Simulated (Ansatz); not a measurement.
`C[CH](C)[Ga]([CH](C)C)[CH](C)C` + silanol → `CC(C)O[SiH3]` + `C[CH](C)[GaH][CH](C)C`  (substitution at a C–Ga bond)

Program: Ansatz. Geometries: PBE0-D4/def2-TZVP. ΔE: electronic, gas phase. CCSD(T)/CBS adds triple-zeta CCSD(T) − MP2 to the extrapolated MP2 energy (def2 sets, frozen cores). DFT in def2-TZVPP. For Ga outer-core shells are correlated without core-valence functions, which leaves a few kJ/mol of doubt a bond. Scalar relativity is left out up to krypton. One conformer a species, not always the lowest.

```
             level  ΔE (eV)
              PBE0     0.31
SCS-MP2/def2-QZVPP     0.44
```

What does CCSD(T)/CBS give? (An estimate is asked.)

Computed: +0.44 eV. The listed levels differ from it by -0.13, 0.00 eV.

Largest T1 diagnostic among the species: 0.011.

The D4 term adds +0.10 eV with B3LYP and +0.07 eV with PBE0; it sums over pairs of atoms, weighted by their polarisabilities, and B3LYP, whose exchange is more repulsive, gets the larger term. In def2-TZVPP, CCSD(T) changes the Hartree–Fock value by +0.37 eV (the triples alone add +0.04 eV) and MP2 by +0.48 eV.

B3LYP here is the variant with VWN-RPA as its local correlation; programs differ in this.
